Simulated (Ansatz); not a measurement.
Complex (SMILES): F (HF) with Cl (HCl), atoms 1 to 2 the first; geometry from B3LYP-D3(BJ)/def2-TZVP, monomers rigid:
```xyz
4

F     -0.1993     0.2587    -0.2561
H     -0.6953    -0.4360     0.1164
Cl    -1.4096    -2.1732     1.4289
H     -0.3348    -2.0986     2.1286
```

Interaction energy at PBE with Ansatz (a program for electronic structure), kcal/mol, without and with the counterpoise correction (monomers among the partner's ghost functions). Cartesian d functions, on some or all atoms, in 6-31G*; all else is spherical. The program fits the integrals of some runs and decomposes those of others, by size. No added dispersion term, no relativity. Reference, counterpoise-corrected: the value in aug-cc-pV(5+d)Z, -3.41.

```csv
basis,functions,uncorrected,counterpoise,counterpoise correction,mean of both
STO-3G,16,-2.32,-0.33,1.99,-1.33
6-31G,26,-3.41,-2.46,0.95,-2.94
6-31G*,38,-3.23,-2.53,0.70,-2.88
"6-311++G(2d,2p)",82,-3.60,-3.28,0.33,-3.44
pcseg-3,190,-3.42,-3.39,0.03,-3.41
aug-cc-pV(Q+d)Z,261,-3.42,-3.40,0.02,-3.41
aug-pcseg-3,272,-3.40,-3.39,0.01,-3.40
aug-cc-pV(5+d)Z,423,-3.42,-3.41,0.01,-3.42
```

The corrected value lies nearer the reference in 3 of 8 rows.
